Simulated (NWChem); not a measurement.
C$_{2}$H$_{6}$FSb; SMILES [CH3][Sb]([F])[CH3]

```xyz
10

Sb    -0.0329    -0.0001     0.3771
F     -1.7547    -0.0047    -0.5435
C      0.7826     1.5780    -0.8513
H      0.4003     1.4520    -1.8745
H      1.8818     1.5186    -0.8588
H      0.4791     2.5617    -0.4668
C      0.7910    -1.5740    -0.8510
H      1.8899    -1.5087    -0.8586
H      0.4081    -1.4501    -1.8743
H      0.4927    -2.5592    -0.4664
```
Atoms are numbered in this order, from 1.

All runs: NWChem. STO-3G and 3-21G are far too small for this property and stand as cheap habits. The geometry was optimised at PBE0/def2-SVP. No frequency run checked for a minimum. def2 effective core potentials on Sb; no spin-orbit coupling. B3LYP is NWChem's, with the RPA form of VWN correlation. Field at 589 nm.

For level B3LYP/STO-3G (all-electron, non-relativistic):

| Item | Result |
|---|---|
| isotropic polarisability (bohr³) | 31.1 |
| anisotropy (bohr³) | 12.7 |

**Question.** How do the values read with level B3LYP/def2-SVP (core potentials) instead?

**Answer.** 
| Property | Value |
|---|---|
| isotropic polarisability (bohr³) | 60.2 |
| anisotropy (bohr³) | 17.3 |
